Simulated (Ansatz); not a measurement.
Sb5As⁺. Total charge 1; doublet. Geometry PBE-D4/def2-SVP; atoms count from 1.

Cartesian coordinates in Å:
```
As 1.530 0.252 -0.790
Sb -0.846 0.675 -1.925
Sb -1.754 -0.312 0.847
Sb -0.630 1.565 2.539
Sb 0.804 -1.501 -2.523
Sb 0.896 -0.678 1.852
```

In the def2 sets Sb takes a core potential; there is no spin–orbit coupling. The charge 1 doublet is spin-contaminated (final ⟨S²⟩ up to 1.35, 0.75 for a pure state). Another isomer (doublet) lies 0.20 eV lower at PBE0-D4/def2-TZVP; other spin states weren't run for this one.

(1) Estimate the Mulliken populations from the PBE0/def2-TZVP orbitals of Ansatz.

(2) Where does the spin sit?

(3) And the Mayer bond orders between heavy atoms (over 0.3)?

Answers

(1) 
```json
{"atom": "As1", "charge (e)": "-0.05", "spin (α − β)": "0.15"}
{"atom": "Sb2", "charge (e)": "0.20", "spin (α − β)": "0.14"}
{"atom": "Sb3", "charge (e)": "0.15", "spin (α − β)": "0.41"}
{"atom": "Sb4", "charge (e)": "0.23", "spin (α − β)": "-0.73"}
{"atom": "Sb5", "charge (e)": "0.31", "spin (α − β)": "0.67"}
{"atom": "Sb6", "charge (e)": "0.16", "spin (α − β)": "0.35"}
```
Mulliken values depend strongly on the basis.

(2) Summed by element: As 0.15, Sb 0.85, of 1 unpaired in all. Largest on single atoms: Sb4 -0.73, Sb5 0.67, Sb3 0.41.

(3) As1–Sb2 1.09 (2.67 Å); As1–Sb5 1.20 (2.57 Å); As1–Sb6 0.68 (2.87 Å); Sb2–Sb3 0.66 (3.08 Å); Sb2–Sb5 1.13 (2.79 Å); Sb3–Sb4 1.17 (2.77 Å); Sb3–Sb6 1.01 (2.86 Å); Sb4–Sb6 1.14 (2.80 Å).
